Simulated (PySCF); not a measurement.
Ga(CH3)3.NH3, optimised at HF/6-31G*:

```xyz
17

C     -0.2704    -1.4443    -1.4858
Ga    -0.3135     0.0664    -0.1688
C      0.1139     1.9075    -0.8369
C     -1.5361    -0.0993     1.4111
N      1.6261    -0.3582     0.8757
H     -1.1550    -1.4269    -2.1194
H     -0.2525    -2.4176    -0.9985
H      0.5916    -1.3908    -2.1487
H      0.3229     2.6036    -0.0263
H     -0.7256     2.3183    -1.3945
H      0.9707     1.9154    -1.5084
H     -2.5692     0.0760     1.1175
H     -1.5011    -1.0910     1.8591
H     -1.3044     0.6239     2.1912
H      1.6158    -1.2700     1.2954
H      2.3958    -0.3226     0.2323
H      1.7980     0.3142     1.6010
```

Energies from PySCF (xtb for GFN2), thermal terms from the rigid-rotor harmonic-oscillator model, ideal gas at 1 bar. 6-31G* has spherical d functions here. All species are closed-shell singlets. B3LYP is the form with VWN-RPA correlation. Ga: all electrons, no relativistic terms. Adducts (Ga(CH3)3.NH3) have no counterpoise correction, and HF, PBE, BLYP, B3LYP and PBE0 lack dispersion.

Q: List the harmonic frequencies (cm⁻¹, unscaled) at this level and at the other levels, each on its own geometry.

A: 
- HF/6-31G*: 54, 98, 101, 102, 126, 126, 161, 161, 167, 271, 530, 549, 549, 576, 576, 687, 738, 738, 804, 822, 822, 1357, 1390, 1390, 1398, 1611, 1611, 1611, 1618, 1618, 1621, 1833, 1833, 3163, 3163, 3166, 3221, 3223, 3223, 3226, 3226, 3228, 3689, 3820, 3820
- B3LYP/6-31G*: 45, 90, 94, 95, 119, 119, 149, 149, 158, 282, 499, 514, 514, 548, 548, 646, 698, 698, 759, 773, 773, 1223, 1267, 1268, 1276, 1496, 1496, 1500, 1507, 1507, 1508, 1702, 1702, 3024, 3024, 3026, 3093, 3095, 3095, 3097, 3097, 3099, 3464, 3592, 3592
- GFN2-xTB: 57, 93, 93, 98, 106, 106, 126, 126, 133, 251, 353, 353, 456, 518, 518, 545, 584, 584, 639, 653, 653, 1186, 1307, 1307, 1312, 1467, 1467, 1475, 1480, 1484, 1484, 1499, 1499, 2919, 2924, 2925, 2925, 2928, 2928, 2942, 2946, 2946, 3378, 3404, 3405
- PBE/def2-SVP: 66, 92, 97, 97, 120, 121, 143, 143, 152, 291, 494, 494, 495, 538, 538, 607, 657, 657, 710, 727, 727, 1121, 1164, 1164, 1171, 1382, 1382, 1385, 1393, 1393, 1394, 1576, 1576, 2955, 2955, 2957, 3049, 3049, 3049, 3050, 3050, 3051, 3387, 3516, 3516
- PBE0/def2-TZVP: 52, 96, 100, 100, 124, 124, 148, 148, 158, 294, 512, 512, 516, 558, 558, 628, 679, 679, 732, 750, 750, 1181, 1217, 1217, 1223, 1449, 1449, 1452, 1460, 1460, 1461, 1654, 1654, 3031, 3031, 3033, 3110, 3111, 3111, 3111, 3111, 3113, 3498, 3622, 3622
